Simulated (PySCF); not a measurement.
Highest orbital energy against ionisation energy along the 4p block

Calculated with PySCF 2.14, no spin-orbit coupling. Each cell gives −ε(HOMO) / ΔSCF in eV; NIST values include spin-orbit coupling, (s) semi-empirical, (t) theoretical.

```tsv
species	UHF	LDA	PBE	PBE0	r2SCAN	NIST (lowest levels)
Ga⁺ (def2-QZVPPD, non-relativistic)	18.724 / 18.450	16.349 / 20.782	16.034 / 20.417	16.917 / 20.089	16.311 / 20.148	20.515
Ge⁺ (def2-QZVPPD, non-relativistic)	15.594 / 15.264	11.732 / 15.913	11.732 / 15.790	12.847 / 15.819	12.108 / 15.991	15.935
As⁺ (def2-QZVPPD, non-relativistic)	18.451 / 17.980	14.067 / 18.666	14.041 / 18.511	15.313 / 18.564	14.468 / 18.729	18.589
Se⁺ (def2-QZVPPD, non-relativistic)	21.423 / 20.830	16.458 / 21.467	16.420 / 21.302	17.861 / 21.394	16.928 / 21.573	21.196 ± 0.01
Br⁺ (def2-QZVPPD, non-relativistic)	21.107 / 20.249	16.640 / 21.664	16.533 / 21.386	17.935 / 21.395	16.906 / 21.462	21.591
Kr⁺ (def2-QZVPPD, non-relativistic)	24.208 / 23.222	19.186 / 24.614	19.054 / 24.303	20.614 / 24.341	19.473 / 24.421	24.360
```

Q: How far is −ε(HOMO) from ΔSCF on average for each method, and why?

A: UHF 0.59 eV; LDA -4.78 eV; PBE -4.65 eV; PBE0 -3.35 eV; r2SCAN -4.36 eV. Hartree-Fock orbital energies lack relaxation and so exceed the ΔSCF value; semilocal functionals have convex E(N) from self-interaction, so their HOMO lies far too high; exact exchange moves hybrids part of the way back.
